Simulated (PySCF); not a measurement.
**MTl for M along the fourth-period p block**

CCSD(T) with double-zeta basis sets in PySCF, for the lowest determinant that a PBE0 search found; no spin–orbit coupling. De refers to high-spin ground-configuration atoms.

```
 M     basis  reference, frozen orbitals  state (unpaired electrons)  Re (Å)  ωe (cm⁻¹)  De (eV)
Ga  def2-SVP                     UHF, 13          triplet (σ ↑, π ↑)   2.924        127     1.09
Ge  def2-SVP                     UHF, 13         quartet (σ ↑, π ↑↑)   2.754        157     1.87
As  def2-SVP                     UHF, 13              triplet (π ↑↑)   2.858        152     1.25
Se  def2-SVP                     UHF, 13               doublet (π ↑)   2.745        178     2.42
Br  def2-SVP                     RHF, 13      singlet (closed shell)   2.678        196     3.67
```

The shortest bond is that of TlBr (2.678 Å), the longest that of TlGa (2.924 Å). TlBr is bound most strongly (3.67 eV) and TlGa least (1.09 eV).

The state changes along the series, so neighbouring rows are not always alike in their bonding.

Correlated steps freeze 13 core orbitals. Correlated levels converge slowly with the basis: in double zeta they bind strong bonds too weakly, by up to about 1 eV, and carry superposition errors of some tenths. Spin–orbit coupling is left out, which matters for elements this heavy, above all for dissociation energies. Where the molecule has an RHF reference, its open-shell atoms are computed with UHF. States were picked by a PBE0 search and need not be the measured ground states.
